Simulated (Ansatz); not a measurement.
Input file for Ansatz (a quantum-chemistry and plane-wave program): U-CCSD(T)/cc-pV(D+d)Z on C3H9Al (SMILES [CH3][Al]([CH3])[CH3]), a point of a bond scan (R = 2.960 Å). Files ending in .json are basis or fitting sets from the Basis Set Exchange.

Ansatz 0.2 input:
```yaml
crystal:
  periodic: [false, false, false]
  atoms:
    - {symbol: Al, position_ang: [-0.00545072, 0.00321689, 0.00621685]}
    - {symbol: C, position_ang: [-1.37694529, -1.39163355, -0.14691927]}
    - {symbol: H, position_ang: [-1.05479384, -2.86357910, -2.69462620]}
    - {symbol: H, position_ang: [-2.38593197, -0.96907901, -0.16620752]}
    - {symbol: H, position_ang: [-1.33411409, -2.12920174, 0.65757840]}
    - {symbol: C, position_ang: [-0.15044393, 1.64610507, -1.05639740]}
    - {symbol: H, position_ang: [0.79086087, 1.88141774, -1.56277165]}
    - {symbol: H, position_ang: [-0.36707720, 2.50233223, -0.40734550]}
    - {symbol: H, position_ang: [-0.93818372, 1.60491701, -1.81189978]}
    - {symbol: C, position_ang: [1.52994891, -0.25594771, 1.20008060]}
    - {symbol: H, position_ang: [2.11111240, 0.65534719, 1.35815232]}
    - {symbol: H, position_ang: [2.21239517, -1.00533961, 0.78245430]}
    - {symbol: H, position_ang: [1.22406953, -0.63655760, 2.17915126]}
basis:
  gaussian:
    orbitals: cc-pV_D+d_Z.json
correlation: {method: ccsd_t, electrons: outside_noble_gas}
scf: {omitted_lower_state_checks: [cluster_reference]}
magnetization: {spin_polarized: true, initial_magnetization: 0}
```

Program output:

```
WARN ansatz: RAYON_NUM_THREADS=6 ignored (pool sized by the plan → 6); use --threads N
Functional definition: HF
these checks for a lower state are left out or cut short: cluster_reference
integrals: 0.26 GiB planned
1029 factors; integrals over basis functions are off by at most 1.2e-3 eV
mean field: 0.49 GiB planned
mean field evaluation 1: about -9803.4640 eV, gradient 2.9e1 eV
mean field evaluation 2: about -9803.5267 eV, gradient 2.9e1 eV
mean field evaluation 4: about -9810.4906 eV, gradient 3.9e0 eV
mean field evaluation 8: about -9810.7164 eV, gradient 4.7e-1 eV
mean field evaluation 16: about -9813.2651 eV, gradient 3.5e0 eV
mean field evaluation 32: about -9813.7540 eV, gradient 3.6e-3 eV
mean field evaluation 64: about -9810.7209 eV, gradient 8.9e-3 eV
mean field -9813.75404314 eV, -360.6488090839 hartree, gradient 6.7e-6 eV, S^2 0.984967; 5 other end points of the search recorded, 0 dependent functions left out
8 core orbitals not correlated
reference -9813.75404314 eV, -360.6488090839 hartree; 12, 12 occupied and 90, 90 virtual orbitals, 1029 factors
second order -12.92047599 eV of doubles, -0.00000000 eV of singles
coupled cluster: 1.08 GiB planned
cycle   1  -14.12293940 eV  change    -1.2e0 eV  update   7.7e-2
cycle   2  -14.53095724 eV  change   -4.1e-1 eV  update   2.6e-2
cycle   3  -14.57819219 eV  change   -4.7e-2 eV  update   1.0e-2
cycle   4  -14.57844353 eV  change   -2.5e-4 eV  update   5.0e-3
cycle   5  -14.57832717 eV  change    1.2e-4 eV  update   3.4e-3
cycle   6  -14.57937603 eV  change   -1.0e-3 eV  update   2.7e-3
cycle   7  -14.58092763 eV  change   -1.6e-3 eV  update   2.3e-3
cycle   8  -14.58279622 eV  change   -1.9e-3 eV  update   1.9e-3
cycle   9  -14.58384968 eV  change   -1.1e-3 eV  update   1.3e-3
cycle  10  -14.58471183 eV  change   -8.6e-4 eV  update   8.2e-4
cycle  11  -14.58534198 eV  change   -6.3e-4 eV  update   5.2e-4
cycle  12  -14.58532746 eV  change    1.5e-5 eV  update   2.6e-4
cycle  13  -14.58522814 eV  change    9.9e-5 eV  update   1.2e-4
cycle  14  -14.58513176 eV  change    9.6e-5 eV  update   5.2e-5
cycle  15  -14.58511603 eV  change    1.6e-5 eV  update   2.4e-5
coupled cluster: 1.10 GiB planned
perturbative correction -0.39359092 eV, -0.0144641994 hartree
WARN: the results are in doubt because among natural orbitals the method converges to other amplitudes
Total energy: -9828.73275008 eV, -361.1992664112 hartree
In doubt: among natural orbitals the method converges to other amplitudes
Checks for a lower state left out: cluster_reference
```

Self-consistency was reached. Its determinant has ⟨S²⟩ = 0.98, a mixture of spin states.

Warnings raised: other amplitudes.

Cost: around 70 core-seconds (rough).
